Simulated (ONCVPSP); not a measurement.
## Ranking ONCV potentials for Fe

All share these settings but for the change named:

- Element: Fe
- Generator: ONCVPSP 4.0.1
- Type: optimised norm-conserving Vanderbilt (ONCV)
- Functional: PBEsol
- Relativity: scalar-relativistic
- Frozen core: [Ne]
- Valence charge: 16
- Reference configuration: 3s2 3p6 3d7 4s1
- Partial waves: 3s+4s: rc 1.45 bohr, ncon 5, nbas 9, qcut 6.7 1/bohr, 2 projectors; 3p: rc 1.05 bohr, ncon 5, nbas 9, qcut 15 1/bohr, 1 projector; 3d: rc 1.20 bohr, ncon 4, nbas 9, qcut 12.4 1/bohr, 1 projector
- Local potential: polynomial inside 0.85 bohr (lpopt 5, dvloc0 -1 Ha)
- Core correction: Teter function, fcfact 4, rcfact 1.35

Test errors are all-electron minus pseudo excitation energies from the reference, over 3s2 3p6 3d6 4s2; 3s2 3p6 3d6 4s1; 3s2 3p6 3d6 4s0; 3s2 3p6 3d5 4s2 4p1. None of these files shows a bound ghost.

The base gives 40.8 meV.

Of 5 variants that were run, those that failed, showed a ghost or another fault, or gave nearly equal values are left out.

A variant can come out equal or close to the base, since the largest error may sit in a test that the change hardly touches while other tests move.

(1) Rank these variants by their largest absolute test error, smallest first.
A. all radii but the core radius scaled by about 1.08 (s 1.56, p 1.14, d 1.30 bohr); local potential polynomial inside 0.92 bohr (lpopt 5, dvloc0 -1 Ha)
B. local potential polynomial inside 0.85 bohr (lpopt 5, dvloc0 8 Ha)
C. d: rc 1.08

Answers

(1) B (31.3 meV), C (37.6 meV), A (46.0 meV).
